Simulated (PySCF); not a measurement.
CH7FSi2, SMILES C([SiH3])[SiH2]F.

Geometry: PBE0-D3(BJ)/def2-SVP. The values are those of a single conformer.

Calculation: PBE0-D3(BJ)/def2-SVP run with PySCF.

Frequencies are harmonic and unscaled.

| mode | ν (cm⁻¹) | IR (km/mol) | moving atoms (share of kinetic energy) |
|---|---|---|---|
| 1 | 46 | 0.7 | F 35 %, H 35 %, Si 21 %, C 9 % |
| 2 | 131 | 0.7 | Si 36 %, H 27 %, F 24 %, C 13 % |
| 3 | 133 | 0.4 | H 85 % |
| 4 | 285 | 9.0 | Si 36 %, H 28 %, F 22 %, C 14 % |
| 5 | 476 | 5.4 | H 87 % |
| 6 | 559 | 3.0 | H 70 %, Si 22 % |
| 7 | 563 | 1.8 | H 61 %, Si 25 %, C 13 % |
| 8 | 695 | 13.7 | H 60 %, C 29 % |
| 9 | 738 | 34.0 | H 87 % |
| 10 | 764 | 70.8 | H 39 %, C 37 %, Si 22 % |
| 11 | 805 | 112.2 | H 59 %, C 29 %, Si 12 % |
| 12 | 862 | 8.8 | F 48 %, H 33 %, Si 18 % |
| 13 | 909 | 294.4 | H 84 %, Si 12 % |
| 14 | 944 | 80.6 | H 97 % |
| 15 | 950 | 30.1 | H 98 % |
| 16 | 955 | 238.8 | H 69 %, Si 20 % |
| 17 | 962 | 49.5 | H 94 % |
| 18 | 1024 | 35.4 | H 90 %, Si 9 % |
| 19 | 1080 | 105.7 | H 57 %, C 39 % |
| 20 | 1372 | 12.5 | H 92 %, C 8 % |
| 21 | 2229 | 111.2 | H 98 % |
| 22 | 2232 | 88.3 | H 96 % |
| 23 | 2251 | 117.8 | H 97 % |
| 24 | 2253 | 62.7 | H 97 % |
| 25 | 2257 | 165.7 | H 96 % |
| 26 | 3069 | 0.2 | H 95 % |
| 27 | 3138 | 0.1 | H 91 %, C 9 % |
